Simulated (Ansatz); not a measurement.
CH9B2GaSi. Charge 0, multiplicity 1. The bonds changed during the relaxation, so this is another structure than the one it started from.

```xyz
14

B    -1.158   -1.575   -0.499
B    -0.033   -0.886    0.288
Ga   -0.038   -0.667   -2.124
C     0.980   -0.067    1.051
Si    0.165    1.612    1.419
H    -1.315   -2.733   -0.742
H    -2.009   -0.774   -0.882
H     0.575    0.789   -2.184
H    -0.164   -1.471   -3.466
H     1.923    0.122    0.530
H     1.183   -0.499    2.038
H    -0.390    2.212    0.182
H    -0.921    1.419    2.411
H     1.202    2.516    1.980
```

**Question.** List the harmonic frequencies (cm⁻¹, unscaled) at PBE0-D4/def2-TZVP in Ansatz. (Best estimate.)

**Answer.** The calculation gave: 60, 73, 106, 136, 164, 255, 289, 327, 400, 473, 534, 566, 592, 617, 703, 746, 761, 799, 817, 921, 943, 951, 989, 1045, 1055, 1366, 1455, 1917, 1955, 2232, 2248, 2253, 2396, 2642, 3053, 3114.

**Question.** Is this a minimum?

**Answer.** Yes, all 36 modes are real.

**Question.** Give the ideal-gas thermochemistry at 298.15 K and 1 bar (rigid rotor, harmonic oscillator; point group C1, symmetry number 1).

**Answer.** Zero-point energy 233.0 kJ/mol; H(298) − E = 260.9 kJ/mol; entropy 403.8 J/(mol·K), of which translation 170.5, rotation 119.4, vibration 113.9; G(298) − E = 140.5 kJ/mol. Modes under 100 cm⁻¹ are hindered rotations or soft bends, so the harmonic entropy is rough.

**Question.** And at 400, 500, 600, 800 and 1000 K?

**Answer.** 
| T (K) | H − E (kJ/mol) | S (J/mol/K) | G − E (kJ/mol) |
| --- | --- | --- | --- |
| 400 | 277.9 | 452.5 | 96.9 |
| 500 | 297.1 | 495.3 | 49.5 |
| 600 | 318.4 | 534.0 | -2.0 |
| 800 | 365.6 | 601.8 | -115.8 |
| 1000 | 417.6 | 659.7 | -242.1 |
